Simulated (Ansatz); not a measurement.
CH3AlFNS, SMILES `F[CH]1[NH][Al]1[SH]`, relaxed with RKS PBE-D4/def2-SVP in Ansatz from a rough embedded geometry. The force threshold is 0.03 eV/Å; the program also tests the step.

The species carries charge 0 and has multiplicity 1.

Start:

```xyz
8

F     1.033   -0.120   -1.888
C     0.400   -0.764   -0.890
N     1.194   -0.644    0.318
Al   -0.398    0.299    0.420
S    -1.972    1.724    1.370
H     0.032   -1.805   -1.111
H     1.045   -1.526    0.938
H    -1.334    2.836    0.844
```

```
        step  energy (eV)  largest force (eV/Å)  largest move (Å)
           1  -22700.5575                 2.209             0.000
           2  -22701.0616                 1.849             0.149
           3  -22701.3494                 1.428             0.194
           4  -22701.5270                 1.323             0.119
           5  -22701.6675                 0.915             0.200
           6  -22701.7026                 0.933             0.196
           7  -22701.7642                 0.526             0.200
8 (rejected)  -22701.7416                 0.661             0.200
           9  -22701.7876                 0.339             0.100
          10  -22701.8027                 0.125             0.100
          11  -22701.8060                 0.130             0.090
          12  -22701.8065                 0.033             0.010
          13  -22701.8066                 0.022             0.016
```

End:

```xyz
8

F     1.454   -0.363   -1.720
C     0.378   -0.728   -0.907
N     0.701   -0.852    0.502
Al   -0.408    0.518    0.385
S    -1.307    2.047    1.669
H    -0.104   -1.600   -1.406
H     1.330   -1.592    0.832
H    -2.042    2.570    0.645
```

Hardware: 2 threads of an AMD EPYC 7B13 on a shared host. Wall time 22 s, peak host memory 0.19 GiB.
